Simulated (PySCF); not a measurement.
Isomers of C5H7FO2, mass 118.043 u with the commonest isotopes. Computed with PBE0-D3(BJ)/def2-SVP geometry optimisation, gas phase (PySCF). One conformer each, none proved a minimum here; rigid rotors.

Question: Order these by rotational constant A, largest first.
A. `[CH3:1]/[CH:2]=[C:3](/[O:4][CH3:5])[C:6](=[O:7])[F:8]` with C2–C3–O4–C5 1°, C2–C3–C6–O7 -1°
B. `[CH3:1][O:2]/[C:3]([CH3:4])=[CH:5]\[C:6](=[O:7])[F:8]` with C1–O2–C3–C4 3°, C3–C5–C6–O7 -2°
C. `[CH2:1]=[CH:2][O:3][C:4](=[O:5])[CH2:6][CH2:7][F:8]` with C1–C2–O3–C4 -179°, C2–O3–C4–O5 0°, O3–C4–C6–C7 179°, C4–C6–C7–F8 180°
D. `[CH2:1]=[C:2]([F:3])[C:4](=[O:5])[O:6][CH2:7][CH3:8]` with C1–C2–C4–O5 0°, C2–C4–O6–C7 180°, C4–O6–C7–C8 -179°

Answer: C (7545 MHz), D (4223 MHz), B (4091 MHz), A (2411 MHz).

Question: Order these by radius of gyration √(Σ m r²/M), smallest first.
A. `[CH3:1]/[CH:2]=[C:3](/[O:4][CH3:5])[C:6](=[O:7])[F:8]` with C2–C3–O4–C5 1°, C2–C3–C6–O7 -1°
B. `[CH2:1]=[CH:2][O:3][C:4](=[O:5])[CH2:6][CH2:7][F:8]` with C1–C2–O3–C4 -179°, C2–O3–C4–O5 0°, O3–C4–C6–C7 179°, C4–C6–C7–F8 180°
C. `[CH3:1][O:2]/[C:3]([CH3:4])=[CH:5]\[C:6](=[O:7])[F:8]` with C1–O2–C3–C4 3°, C3–C5–C6–O7 -2°

Answer: A (1.976 Å), C (2.123 Å), B (2.402 Å).

Question: Order these by dipole moment, smallest first.
A. `[CH2:1]=[C:2]([F:3])[C:4](=[O:5])[O:6][CH2:7][CH3:8]` with C1–C2–C4–O5 0°, C2–C4–O6–C7 180°, C4–O6–C7–C8 -179°
B. `[CH3:1][O:2]/[C:3]([CH3:4])=[CH:5]\[C:6](=[O:7])[F:8]` with C1–O2–C3–C4 3°, C3–C5–C6–O7 -2°
C. `[CH2:1]=[CH:2][O:3][C:4](=[O:5])[CH2:6][CH2:7][F:8]` with C1–C2–O3–C4 -179°, C2–O3–C4–O5 0°, O3–C4–C6–C7 179°, C4–C6–C7–F8 180°
D. `[CH3:1]/[CH:2]=[C:3](/[O:4][CH3:5])[C:6](=[O:7])[F:8]` with C2–C3–O4–C5 1°, C2–C3–C6–O7 -1°

Answer: A (0.88 D), C (1.61 D), D (3.94 D), B (6.27 D).

```json
{"SMILES": "C/C=C(/OC)C(=O)F", "point group": "Cs", "Ia (u·Å²)": "209.63", "Ib (u·Å²)": "254.54", "Ic (u·Å²)": "457.81", "κ": "0.35", "μa (D)": "3.21", "μb (D)": "2.29", "μc (D)": "0.00"}
{"SMILES": "C=COC(=O)CCF", "point group": "Cs", "Ia (u·Å²)": "66.98", "Ib (u·Å²)": "617.35", "Ic (u·Å²)": "678.01", "κ": "-0.98", "μa (D)": "1.45", "μb (D)": "0.71", "μc (D)": "0.01"}
{"SMILES": "CO/C(C)=C\\C(=O)F", "point group": "near Cs", "Ia (u·Å²)": "123.53", "Ib (u·Å²)": "411.77", "Ic (u·Å²)": "528.74", "κ": "-0.83", "μa (D)": "5.78", "μb (D)": "2.41", "μc (D)": "0.08"}
{"SMILES": "C=C(F)C(=O)OCC", "point group": "Cs", "Ia (u·Å²)": "119.67", "Ib (u·Å²)": "405.90", "Ic (u·Å²)": "519.21", "κ": "-0.83", "μa (D)": "0.81", "μb (D)": "0.36", "μc (D)": "0.01"}
```
